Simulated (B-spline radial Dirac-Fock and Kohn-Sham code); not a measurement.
Dipole and non-dipole photoemission parameters of Tm 5s

System: the free thulium atom, [Xe] 4f13 6s2; threshold 57.65 eV (orbital energy of the model). Calculated with a radial atomic solver, using Dirac-Hartree-Slater photoionisation with a Latter tail; cross sections with all multipoles, angular parameters from the dipole term and its interference with E2.

For linearly polarised light dσ/dΩ = σ/(4π) [1 + β P₂(cos θ) + (δ + γ cos²θ) sin θ cos φ], with θ from the polarisation vector and φ the angle between the beam and the projection of the electron momentum on the plane normal to the polarisation.

```
hν (eV)  σ (kb)      β       γ
   80.8    61.5  0.768  -0.345
   81.6    62.3  0.807  -0.338
   92.3    70.7  1.182  -0.227
    100    74.6  1.341  -0.155
    108    76.9  1.454  -0.094
    260    46.5  1.844   0.297
    264    45.7  1.846   0.301
    265    45.5  1.847   0.302
    300    39.5  1.862   0.329
    342    33.8  1.875   0.353
    400    27.9  1.888   0.376
    428    25.6  1.893   0.384
    536    18.9  1.908   0.403
    565    17.6  1.911   0.405
    571    17.4  1.911   0.406
    600    16.2  1.914   0.407
    661       ?      ?       ?
    712    12.7  1.922   0.405
    894    9.08  1.930   0.389
   1110    6.54  1.937   0.358
   1140    6.27  1.938   0.353
   2430    1.81  1.955   0.124
 2984.4    1.26  1.958   0.045
   3270    1.07  1.959   0.011
   4300   0.651  1.962  -0.080
   6000   0.348  1.965  -0.143
   6150   0.332  1.965  -0.144
  11000   0.105  1.968   0.004
  15000  0.0556  1.968   0.258
```

Q: Give the values at 661 eV.

A: σ = 14.1 kb, β = 1.918, γ = 0.407. For an s subshell δ is negligible.
